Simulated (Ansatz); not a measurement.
Breaking the Ge1–S2 bond in GeS (multiplicity 1 held). Energies count from the point at 2.028 Å.


Restricted levels (R-, RO-) in cc, def2 and unpolarised 6-31G sets keep to the state of the molecule at rest. Unrestricted levels (U-) break spin symmetry where that is lower. Curves can end on different states.

Frozen-core correlation. Filled d and f shells under p-block atoms count as core.

The values were computed with Ansatz (Gaussian basis) for Hartree–Fock, density functionals and correlated methods. Each number belongs to the level named beside it.

Energies in kcal/mol.

```csv
R (Å),U-HF/def2-TZVPP,R-r2SCAN/def2-TZVPP,R-MP2/def2-TZVPP,R-SCS-MP2/def2-TZVPP
1.623,94.2,94.8,102.9,102.6
1.826,14.1,16.1,19.0,18.8
2.028,0.0,0.0,0.0,0.0
2.231,14.7,10.8,9.3,9.6
2.434,29.6,31.6,30.0,30.4
2.738,50.2,66.2,71.0,70.7
3.043,64.0,96.8,122.3,118.3
3.550,71.6,134.1,167.2,159.5
4.057,73.3,157.0,186.1,177.0
4.666,74.1,172.2,196.6,186.6
5.477,74.5,181.4,201.2,190.8
6.491,74.7,185.5,202.4,191.9
8.114,74.8,187.2,202.7,192.2
```

Doubts at one or more of the structures used: a spin-contaminated determinant (U-HF/def2-TZVPP); a restricted determinant that unrestricted orbitals would lower (R-r2SCAN/def2-TZVPP, R-MP2/def2-TZVPP, R-SCS-MP2/def2-TZVPP).

Ansatz is a first-principles code.
